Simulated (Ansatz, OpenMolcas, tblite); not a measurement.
**A ladder of methods for CH3BClFO (SMILES OC(F)BCl)**

CH3BClFO: 8 atoms, total charge 0, spin state singlet. SMILES: `OC(F)BCl`. Geometry: relaxed at PBE0-D4/def2-TZVP. This is one conformer, not always the lowest.

Each level gives the HOMO–LUMO gap (eV). The values are calculated.

| level | kind | program | value (eV) | CPU time |
| --- | --- | --- | --- | --- |
| IPEA1-xTB | semi-empirical | tblite | 4.67 | under 2 s |
| HF/def2-SVP | Hartree–Fock | OpenMolcas | 14.30 | 19 s |
| SVWN5/def2-SVP | LDA | OpenMolcas | 4.08 | 45 s |
| PBE/def2-SVP | GGA | OpenMolcas | 4.27 | 57 s |
| M06-L/def2-SVP | meta-GGA | OpenMolcas | 5.08 | 59 s |
| TPSS/def2-SVP | meta-GGA | OpenMolcas | 4.64 | 52 s |
| PBE0/def2-SVP | global hybrid | Ansatz | 6.82 | 17 s |
| B2PLYP/def2-SVP | double hybrid | OpenMolcas | 9.68 | 26 s |

The values span 4.08 to 14.30 eV. Orbital gaps aren't excitation energies, and those of double hybrids come from the SCF part alone; they tend to grow with the share of exact exchange. CPU times are rough (shared hosts, several kinds of processor): they show what a rung costs within a factor of a few.
